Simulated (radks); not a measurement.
Question: The mean radii <r> (bohr) of the occupied orbitals of an atom or ion are listed with their occupations. Method: Dirac Kohn-Sham, LDA (Slater exchange, Perdew-Wang correlation), spin-unpolarised, spherical densities, finite nucleus; Fermi nuclear charge, rms radius of each element as measured or else 0.836 A^(1/3) + 0.57 fm; computed with a radial shooting solver on a logarithmic mesh with Libxc functionals.

| orbital | occ. | <r> |
|---|---|---|
| 1s1/2 | 2 | 0.3291 |
| 3s1/2 | 1 | 3.912 |

Name the element and its charge. Open shells, if any, fill j = l - 1/2 first.

Answer: Z = 5, boron, charge +2: B2+ in [He] 3s1. The 1s radius gives Z: for a bare nucleus <r> = (2 gamma + 1)/(2Z) with gamma = sqrt(1 - (Z/c)^2), 0.2999 bohr for Z = 5, and screening makes it slightly larger (0.3291 here). The occupations add up to 3, and the charge is Z minus that.
